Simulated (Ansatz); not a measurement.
CH7BO2Si: where a starting geometry ends

The starting geometry of this gas-phase singlet was optimised with GFN2-xTB; its bonds are those of `CBO[SiH2]O`.

```tsv
atom	x (Å)	y (Å)	z (Å)
C	-1.8040	-2.0661	-0.0277
B	-2.1551	-1.1049	1.1849
O	-1.5241	0.0355	1.3901
O	0.3795	1.6287	2.2715
Si	-0.4440	1.1629	0.9577
H	-0.9894	-1.6884	-0.6402
H	-2.6719	-2.2043	-0.6701
H	-1.5293	-3.0572	0.3281
H	-3.0088	-1.3938	1.9492
H	-1.2764	2.2290	0.4045
H	0.6243	0.6802	0.0962
H	-0.0503	1.8239	3.1005
```

Task: Where would you expect an optimisation with PBE0-D3(BJ)/def2-SVP to take it?

Result: It keeps its bonds, and is `CBO[SiH2]O`.

The energy falls by 0.18 eV over 24 steps:

| step | E − E(last) (eV) |
| --- | --- |
| 1 | 0.177 |
| 4 | 0.011 |
| 6 | 0.005 |
| 9 | 0.002 |
| 11 | 0.001 |
| 14 | 0.000 |
| 16 | 0.000 |
| 19 | 0.000 |
| 21 | 0.000 |
| 24 | 0.000 |

Final geometry (Å):

```yaml
atoms:
  - { symbol: C, position_ang: [-1.6848, -2.0397, 0.0322] }
  - { symbol: B, position_ang: [-2.2568, -1.0889, 1.1419] }
  - { symbol: O, position_ang: [-1.7789, 0.1531, 1.4029] }
  - { symbol: O, position_ang: [0.4964, 1.3825, 2.2341] }
  - { symbol: Si, position_ang: [-0.5379, 1.1768, 0.9615] }
  - { symbol: H, position_ang: [-0.8253, -1.6496, -0.5319] }
  - { symbol: H, position_ang: [-2.4914, -2.2864, -0.6801] }
  - { symbol: H, position_ang: [-1.4006, -3.0031, 0.4897] }
  - { symbol: H, position_ang: [-3.1937, -1.4496, 1.8292] }
  - { symbol: H, position_ang: [-1.1984, 2.4524, 0.5722] }
  - { symbol: H, position_ang: [0.2838, 0.6092, -0.1357] }
  - { symbol: H, position_ang: [0.1381, 1.7888, 3.0288] }
```

The end wasn't checked by frequencies. Run with Ansatz 0.2.0, 57 s on 2 threads of Arm Neoverse V1, with other jobs on the host.
